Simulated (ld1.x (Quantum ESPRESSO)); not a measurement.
The numbers below are computed, except where a source is named.
# Hardness and transferability of assorted potentials

Generated with ld1.x 7.5 (TM, RRKJ, ultrasoft, PAW), atompaw 4.2 or ONCVPSP 4.0.1. The cutoff is in Ry: for ld1.x and atompaw files where the sum of valence levels is converged to 10 mRy in a Bessel basis, for ONCV files where the hardest occupied wave has 1 mHa per electron of residual kinetic energy. The error is the largest all-electron minus pseudo excitation energy over each file’s own four to seven test configurations (ionisations up to +4, promotions, holes and added fractions of an electron), all of which were solved. The labels leave out finer settings (local radius, basis sizes, second energies), which also bear on the numbers. Spin-polarised tests are not counted. The rows are a selection from randomly drawn settings: files with unsolved tests, undetermined cutoffs or missed reference levels are left out.

A true bound ghost makes a file unfit for plane-wave use even where its test errors are small: the radial tests pick states by their node count and pass the ghost by.

| element | potential | cutoff (Ry) | largest error (meV) | bound ghosts |
| --- | --- | --- | --- | --- |
| Ar | ultrasoft, LDA (PZ), scalar-relativistic, rc 1.05/1.15/0.90 (spd), local smoothed, core correction yes, reference 3s2 3p5.5 | 25 | +100 | s |
| Ca | TM, PBE, fully relativistic, rc 1.15/1.90/2.20 (spd), local s, core correction no, reference 3s2 3p6 3d0 4s0 4p0 | 90 | +146 | none |
| Ca | TM semilocal, PBE, scalar-relativistic, rc 3.45/3.40/2.15 (spd), local d, core correction yes, reference 3d0.5 4s1.5 4p0 | 35 | -98 | none |
| Zn | PAW, LDA (PZ), scalar-relativistic, rc 1.75/2.30/2.50 (spd), local smoothed, core correction yes, reference 4s1 4p0 | 10 | -81 | d |
| As | TM, LDA (PZ), scalar-relativistic, rc 1.45/1.50/1.20 (spd), local smoothed, core correction no, reference 4s2 4p1 | 40 | +325 | d, s |
| As | RRKJ, revPBE, scalar-relativistic, rc 1.75/1.45/1.00 (spd), local s, core correction no, reference 3d10 4s2 4p3 | 230 | -766 | p |

Q: Fill in the row for C: RRKJ, Wu–Cohen, scalar-relativistic, rc 1.00/1.45/1.20 (spd), local d, core correction yes, reference 2s2 2p1.

A: cutoff 50 Ry, largest error +162 meV, bound ghosts: none.

Q: Fill in the row for Ga: PAW, PBE, scalar-relativistic, rc 2.05/2.55/2.85 (spd), local smoothed, core correction yes, reference 4s2 4p1.

A: cutoff 6 Ry, largest error -204 meV, bound ghosts: none.
